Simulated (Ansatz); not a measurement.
Relaxation of AlBH$_{7}$NO$_{3}$ (13 atoms, charge 0, multiplicity 1), to a largest force component of 0.03 eV/Å in at most 50 steps.

Method: RKS PBE-D4/def2-SVP (Ansatz).

```xyz
13
Properties=species:S:1:pos:R:3:forces:R:3
B 0.058 -0.072 0.273 -0.15 -0.65 1.89
N -0.071 -0.580 1.660 0.12 0.55 -1.89
H -0.965 -0.721 2.130 0.05 0.00 -0.03
H 0.721 -1.036 2.112 0.00 0.00 0.00
O 1.267 -0.048 -0.341 -0.03 -0.01 -0.03
H 1.227 0.374 -1.218 0.01 -0.01 0.02
O -1.126 0.339 -0.443 0.01 -0.06 0.03
H -1.909 -0.181 -0.171 0.00 0.03 -0.02
O -0.121 2.368 1.180 0.09 -0.44 0.45
Al -1.578 2.263 0.204 -0.02 -0.02 0.02
H -2.962 1.771 0.890 -0.01 0.01 0.00
H -1.577 3.214 -1.078 0.02 0.00 0.00
H 0.010 1.673 1.873 -0.09 0.59 -0.46
```

Where does it end, and by what steps?

The run converged. The force dipped under the threshold on the way, but the program's further checks kept it going. After 27 steps the energy has fallen by 0.321 eV; H13 moved furthest, 2.46 Å.

```json
{"step": "0", "energy less start (eV)": "0.0000", "largest force component (eV/Å)": "1.894", "accepted": "yes"}
{"step": "1", "energy less start (eV)": "-0.0819", "largest force component (eV/Å)": "1.003", "accepted": "yes"}
{"step": "2", "energy less start (eV)": "-0.1103", "largest force component (eV/Å)": "0.520", "accepted": "yes"}
{"step": "3", "energy less start (eV)": "-0.1328", "largest force component (eV/Å)": "0.165", "accepted": "yes"}
{"step": "4", "energy less start (eV)": "-0.1400", "largest force component (eV/Å)": "0.159", "accepted": "yes"}
{"step": "5", "energy less start (eV)": "-0.1396", "largest force component (eV/Å)": "0.831", "accepted": "no"}
{"step": "6", "energy less start (eV)": "-0.1455", "largest force component (eV/Å)": "0.135", "accepted": "yes"}
{"step": "7", "energy less start (eV)": "-0.1490", "largest force component (eV/Å)": "0.402", "accepted": "yes"}
{"step": "8", "energy less start (eV)": "-0.1520", "largest force component (eV/Å)": "0.271", "accepted": "yes"}
{"step": "9", "energy less start (eV)": "-0.1591", "largest force component (eV/Å)": "0.201", "accepted": "yes"}
{"step": "10", "energy less start (eV)": "-0.1627", "largest force component (eV/Å)": "0.239", "accepted": "yes"}
{"step": "11", "energy less start (eV)": "-0.1680", "largest force component (eV/Å)": "0.146", "accepted": "yes"}
{"step": "12", "energy less start (eV)": "-0.1746", "largest force component (eV/Å)": "0.154", "accepted": "yes"}
{"step": "13", "energy less start (eV)": "-0.1865", "largest force component (eV/Å)": "0.277", "accepted": "yes"}
{"step": "14", "energy less start (eV)": "-0.1978", "largest force component (eV/Å)": "0.281", "accepted": "yes"}
{"step": "15", "energy less start (eV)": "-0.2080", "largest force component (eV/Å)": "0.746", "accepted": "yes"}
{"step": "16", "energy less start (eV)": "-0.2281", "largest force component (eV/Å)": "0.882", "accepted": "yes"}
{"step": "17", "energy less start (eV)": "-0.2533", "largest force component (eV/Å)": "0.784", "accepted": "yes"}
{"step": "18", "energy less start (eV)": "-0.2824", "largest force component (eV/Å)": "0.258", "accepted": "yes"}
{"step": "19", "energy less start (eV)": "-0.2975", "largest force component (eV/Å)": "0.253", "accepted": "yes"}
{"step": "20", "energy less start (eV)": "-0.3057", "largest force component (eV/Å)": "0.284", "accepted": "yes"}
{"step": "21", "energy less start (eV)": "-0.3111", "largest force component (eV/Å)": "0.261", "accepted": "yes"}
{"step": "22", "energy less start (eV)": "-0.3165", "largest force component (eV/Å)": "0.123", "accepted": "yes"}
{"step": "23", "energy less start (eV)": "-0.3150", "largest force component (eV/Å)": "0.277", "accepted": "no"}
{"step": "24", "energy less start (eV)": "-0.3189", "largest force component (eV/Å)": "0.028", "accepted": "yes"}
{"step": "25", "energy less start (eV)": "-0.3204", "largest force component (eV/Å)": "0.038", "accepted": "yes"}
{"step": "26", "energy less start (eV)": "-0.3210", "largest force component (eV/Å)": "0.033", "accepted": "yes"}
{"step": "27", "energy less start (eV)": "-0.3212", "largest force component (eV/Å)": "0.028", "accepted": "yes"}
```

```xyz
13
Properties=species:S:1:pos:R:3
B 0.026 -0.391 0.423
N 0.138 -1.644 1.063
H -0.452 -1.981 1.820
H 0.929 -2.251 0.855
O 0.926 0.066 -0.477
H 0.626 0.929 -0.869
O -1.103 0.461 0.716
H -1.807 0.078 1.269
O -0.593 3.319 1.372
Al -1.320 2.352 0.121
H -2.922 2.368 -0.035
H -0.343 2.208 -1.166
H -1.130 3.853 1.977
```

Whether the end is a true minimum wasn't checked by a vibrational analysis.

The run took 41 s on 4 threads of Arm Neoverse V2, with other jobs on the host, peak memory 0.17 GiB.
